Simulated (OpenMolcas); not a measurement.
Levels of O3+ by method

```json
{
 "Program": "OpenMolcas 26.06",
 "Basis": "ANO-RCC-VDZP [3s2p1d]",
 "Scalar Hamiltonian": "DKH2, point nucleus",
 "Active space": "3 electrons in 4 orbitals (2s 2p)",
 "State averaging": "2S+1 = 4 odd, 1 root; 2S+1 = 2 odd, 11 roots; 2S+1 = 4 even, 3 roots; 2S+1 = 2 even, 9 roots",
 "Spin-orbit coupling": "RASSI with atomic mean-field integrals over the reference wave functions, term energies averaged over their components"
}
```

Methods on the same reference wave functions:
A. CASSCF
B. SS-CASPT2, IPEA 0.25 Eh, imaginary shift 0.1 Eh (closed shells correlated: 1s)
C. MS-CASPT2, IPEA 0.25 Eh, imaginary shift 0.1 Eh (closed shells correlated: 1s)

Energies in cm-1 above 2s2 2p 2P* 1/2, the measured ground level; measured values from Moore, Selected Tables of Atomic Spectra, NSRDS-NBS 3, section 10.

```json
{"Level": "2s2 2p 2P* 1/2", "A": "0.0", "B": "0.0", "C": "0.0", "Measured": "0.0"}
{"Level": "2s2 2p 2P* 3/2", "A": "312", "B": "312", "C": "313", "Measured": "386"}
{"Level": "2s 2p2 4P 1/2", "A": "70249", "B": "73530", "C": "73540", "Measured": "71440"}
{"Level": "2s 2p2 4P 3/2", "A": "70359", "B": "73640", "C": "73650", "Measured": "71570"}
{"Level": "2s 2p2 4P 5/2", "A": "70542", "B": "73830", "C": "73830", "Measured": "71756"}
{"Level": "2s 2p2 2D 3/2", "A": "135039", "B": "131370", "C": "131370", "Measured": "126950"}
{"Level": "2s 2p2 2D 5/2", "A": "135040", "B": "131370", "C": "131370", "Measured": "126936"}
{"Level": "2s 2p2 2S 1/2", "A": "169202", "B": "168870", "C": "168880", "Measured": "164366"}
{"Level": "2s 2p2 2P 1/2", "A": "194645", "B": "188500", "C": "188510", "Measured": "180481"}
{"Level": "2s 2p2 2P 3/2", "A": "194860", "B": "188710", "C": "188720", "Measured": "180724"}
{"Level": "2p3 4S* 3/2", "A": "236420", "B": "238620", "C": "238630", "Measured": "231538"}
{"Level": "2p3 2D* 3/2", "A": "270688", "B": "264290", "C": "264300", "Measured": "255185"}
{"Level": "2p3 2D* 5/2", "A": "270690", "B": "264300", "C": "264300", "Measured": "255156"}
{"Level": "2p3 2P* 1/2", "A": "305115", "B": "298950", "C": "298970", "Measured": "289015"}
{"Level": "2p3 2P* 3/2", "A": "305130", "B": "298970", "C": "298980", "Measured": "289024"}
```

Deviations, from unrounded energies. A percentage is the sum of absolute deviations over the sum of measured energies, with the sign that they share, or ± where signs differ.

| Against measurement | Levels | A | B | C |
| --- | --- | --- | --- | --- |
| mean absolute deviation (cm-1) | 14 | 8700 | 5800 | 5800 |
| fine structure of the ground term (%) | 1 | -19.1 | -19.1 | -18.9 |
| other configurations (%) | 13 | ±5.2 | +3.5 | +3.5 |

B, C lie about equally close to measurement and A furthest from it. The largest miss of B in the table is 2p3 2P* 3/2, by +9900 cm-1. The ranking rests on the paired levels alone, and a cruder setting can come out closer through cancelling errors.

Between B and C the level of the table that moves most is 2p3 2P* 1/2, by 17 cm-1 (lowest in B, highest in C). Moves below CASPT2's spread within the term are not significant.

The two smallest mean deviations differ by little beside CASPT2's spread within terms, so their order carries little weight.

The lowest spin-free term lies below A's lowest term by 0.025 hartree in B, 0.025 hartree in C.

CASPT2 does not keep the components of a term degenerate, so their means are used; among the terms shown or strongly mixed into the levels shown the widest spread is 220 cm-1 (2p3 2D*, C). The basis is small and was not contracted for so high a charge. Computed and measured levels are paired by configuration, term and J; levels that our copy of the source lacks, or whose pairing is in doubt (as where it misses far off the trend of its configuration), stay unpaired and out of the deviations. Only configurations of the active space appear.

* marks odd parity.
